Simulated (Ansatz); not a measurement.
Basis-set series for F4H2O2SSi2 (`O[Si](F)(F)S[Si](O)(F)F`). The species carries charge 0 and has multiplicity 1. The geometry is a stationary point of PBE0-D4/def2-TZVP. It is one conformer, not always the lowest.

Cartesian coordinates in Å:
```
O -2.5537 0.4540 -1.2536
Si -1.0867 -0.1554 -0.9932
F -0.7188 -0.9861 -2.2739
F -1.0895 -1.1971 0.2129
S 0.3067 1.3621 -0.5649
Si 1.6463 0.2537 0.6553
O 1.0400 -0.2719 2.0497
F 2.2376 -0.9409 -0.1905
F 2.8154 1.2439 1.0042
H -2.8987 1.1217 -0.6590
H 0.3013 -0.8842 2.0130
```

```json
{"functional": "PBE0-D4", "basis": "def2-TZVPP", "functions": "340", "energy (Eh)": "-1528.04565", "HOMO (eV)": "-8.67", "LUMO (eV)": "-0.14"}
{"functional": "PBE0-D4", "basis": "def2-QZVPP", "functions": "612", "energy (Eh)": "-1528.10966", "HOMO (eV)": "-8.70", "LUMO (eV)": "-0.44"}
{"functional": "ωB97M-V", "basis": "def2-TZVPP", "functions": "340", "energy (Eh)": "-1528.78064", "HOMO (eV)": "-10.87", "LUMO (eV)": "1.48"}
{"functional": "ωB97M-V", "basis": "def2-QZVPP", "functions": "612", "energy (Eh)": "-1528.84038", "HOMO (eV)": "-10.91", "LUMO (eV)": "0.93"}
```

Task: Give the rows for def2-SVP. (Estimate.)

Result: Computed: 
| functional | basis | functions | energy (Eh) | HOMO (eV) | LUMO (eV) |
| --- | --- | --- | --- | --- | --- |
| PBE0-D4 | def2-SVP | 148 | -1526.97014 | -8.62 | 0.25 |
| ωB97M-V | def2-SVP | 148 | -1527.69623 | -10.78 | 2.05 |

Positive LUMOs are unbound and depend on the basis.
